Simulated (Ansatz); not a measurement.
Reactions of `[SiH3]C1=C(Cl)C1`.

Gas-phase electronic energies from Ansatz, PBE0-D4/def2-TZVP geometries. CCSD(T)/CBS adds triple-zeta CCSD(T) − MP2 to the extrapolated MP2 energy (def2 sets, frozen cores). This one scheme is used for every species, atoms too. Functionals use def2-TZVPP. Open shells (•) are unrestricted, without spin–orbit coupling. Spin–orbit coupling would lower the free atoms: a little for C, Cl, Si. For Br outer-core shells are correlated without core-valence functions, so the limit isn't a true one: a few kJ/mol of doubt a bond, and 10 to 20 or more in all where bonds break to atoms. Scalar relativity is left out up to krypton.

```
                                           reaction  CCSD(T)/CBS(def2) (kcal/mol)
            `[SiH3]C1=C(Cl)C1` → `[SiH3]C1(Cl)C=C1`                           1.9
     `[SiH3]C1=C(Cl)C1` + H₂ → `[SiH3]C1=CC1` + HCl                         -18.6
   `[SiH3]C1=C(Cl)C1` + HBr → `ClC1=C(Br)C1` + SiH₄                          20.3
              `[SiH3]C1=C(Cl)C1` → `[SiH3]C1=CC1Cl`                             ?
`[SiH3]C1=C(Cl)C1` + HBr → `[SiH3]C1=C(Br)C1` + HCl                             ?
       `[SiH3]C1=C(Cl)C1` → 3 C• + Cl• + 5 H• + Si•                         875.6
    `[SiH3]C1=C(Cl)C1` + CH₄ → `CC1=C(Cl)C1` + SiH₄                          12.6
```

(1) Fill in the missing values. (Best estimate.)

Largest T1 diagnostic: 0.012, for Si•.

## Answers

(1) Computed: `[SiH3]C1=C(Cl)C1` → `[SiH3]C1=CC1Cl`: -4.6 kcal/mol; `[SiH3]C1=C(Cl)C1` + HBr → `[SiH3]C1=C(Br)C1` + HCl: -2.2 kcal/mol.
